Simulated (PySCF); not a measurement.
# Nonlinear optical response: `C1/C=C(/Cl)CC/C=C\C1`, C8H11Cl

Geometry:
```json
{"atom": "Cl1", "x (Å)": "1.466", "y (Å)": "4.224", "z (Å)": "-1.465"}
{"atom": "C2", "x (Å)": "0.583", "y (Å)": "3.028", "z (Å)": "-0.533"}
{"atom": "C3", "x (Å)": "-0.745", "y (Å)": "2.976", "z (Å)": "-0.675"}
{"atom": "C4", "x (Å)": "-1.719", "y (Å)": "2.006", "z (Å)": "-0.074"}
{"atom": "C5", "x (Å)": "-1.187", "y (Å)": "0.670", "z (Å)": "0.461"}
{"atom": "C6", "x (Å)": "-0.438", "y (Å)": "-0.150", "z (Å)": "-0.557"}
{"atom": "C7", "x (Å)": "0.840", "y (Å)": "-0.051", "z (Å)": "-0.944"}
{"atom": "C8", "x (Å)": "1.919", "y (Å)": "0.890", "z (Å)": "-0.498"}
{"atom": "C9", "x (Å)": "1.483", "y (Å)": "2.137", "z (Å)": "0.272"}
{"atom": "H10", "x (Å)": "-1.191", "y (Å)": "3.729", "z (Å)": "-1.333"}
{"atom": "H11", "x (Å)": "-2.471", "y (Å)": "1.791", "z (Å)": "-0.853"}
{"atom": "H12", "x (Å)": "-2.284", "y (Å)": "2.514", "z (Å)": "0.730"}
{"atom": "H13", "x (Å)": "-0.584", "y (Å)": "0.832", "z (Å)": "1.365"}
{"atom": "H14", "x (Å)": "-2.058", "y (Å)": "0.089", "z (Å)": "0.801"}
{"atom": "H15", "x (Å)": "-1.034", "y (Å)": "-0.920", "z (Å)": "-1.060"}
{"atom": "H16", "x (Å)": "1.168", "y (Å)": "-0.765", "z (Å)": "-1.709"}
{"atom": "H17", "x (Å)": "2.478", "y (Å)": "1.216", "z (Å)": "-1.393"}
{"atom": "H18", "x (Å)": "2.655", "y (Å)": "0.330", "z (Å)": "0.109"}
{"atom": "H19", "x (Å)": "2.377", "y (Å)": "2.713", "z (Å)": "0.551"}
{"atom": "H20", "x (Å)": "0.993", "y (Å)": "1.864", "z (Å)": "1.213"}
```

Method: PySCF 2.14.0, quadratic response CAM-B3LYP/aug-cc-pVDZ first hyperpolarisability, Taylor convention, gas phase. Geometry: PBE0-D3(BJ)/def2-SVP.

Give β for the processes computed.

In 10⁻³⁰ esu, Taylor convention; the vector part is βᵢ = ⅓ Σⱼ (βᵢⱼⱼ + βⱼᵢⱼ + βⱼⱼᵢ); β∥ is 3/5 of the vector part along the dipole, the dipole points from − to +:
```tsv
process	λ (nm)	β vector norm	β∥	β HRS	depolarisation ratio
static β(0;0,0)	∞	0.73	-0.39	0.31	4.54
second harmonic β(−2ω;ω,ω)	1907	0.77	-0.41	0.33	4.55
Pockels β(−ω;ω,0)	1907	0.74	-0.40	–	–
second harmonic β(−2ω;ω,ω)	1064	0.89	-0.48	0.38	4.56
Pockels β(−ω;ω,0)	1064	0.78	-0.42	–	–
```

Which lowest excitations, dipole and polarisabilities go with it?

S1 5.91 eV (f = 0.010); S2 6.13 eV (f = 0.014); S3 6.23 eV (f = 0.028); dipole 2.05 D; isotropic α 106.6 au static, 106.9 au at 1907 nm, 107.6 au at 1064 nm, 107.8 au at 953.5 nm, 110.7 au at 532 nm.
